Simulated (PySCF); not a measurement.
# Potassium: a sound run and one with changed settings

Sound run: K²⁺ [Ne] 3s2 3p5, K³⁺ [Ne] 3s2 3p4. Calculation: PySCF 2.14, in def2-TZVP; no relativity, point nucleus. The sound run starts from symmetry-adapted Hartree-Fock orbitals and uses a fine grid where one is needed.

Changed run: radial step 0.3 in ln r (0.13 in the sound run). This setting is unsound on purpose.

```json
{"species": "K²⁺", "method": "UHF", "sound run (hartree)": "-597.88503", "changed run (hartree)": "-597.88503", "converged": "yes"}
{"species": "K²⁺", "method": "TPSS", "sound run (hartree)": "-598.60578", "changed run (hartree)": "-598.60892", "converged": "yes"}
{"species": "K²⁺", "method": "M06-L", "sound run (hartree)": "-598.58095", "changed run (hartree)": "-598.60204", "converged": "yes"}
{"species": "K³⁺", "method": "UHF", "sound run (hartree)": "-596.25169", "changed run (hartree)": "-596.25169", "converged": "yes"}
{"species": "K³⁺", "method": "TPSS", "sound run (hartree)": "-596.92465", "changed run (hartree)": "-596.92691", "converged": "yes"}
{"species": "K³⁺", "method": "M06-L", "sound run (hartree)": "-596.90299", "changed run (hartree)": "-596.93385", "converged": "yes"}
```

Ionisation energy of K²⁺:

```tsv
method	sound run (eV)	changed run (eV)
UHF	44.445	44.445
TPSS	45.746	45.770
M06-L	45.660	45.394
```

A coarse radial grid mis-integrates the density and the exchange-correlation energy, with errors of either sign; Hartree-Fock needs no grid.

For comparison, NIST gives 45.803 eV between the lowest levels.
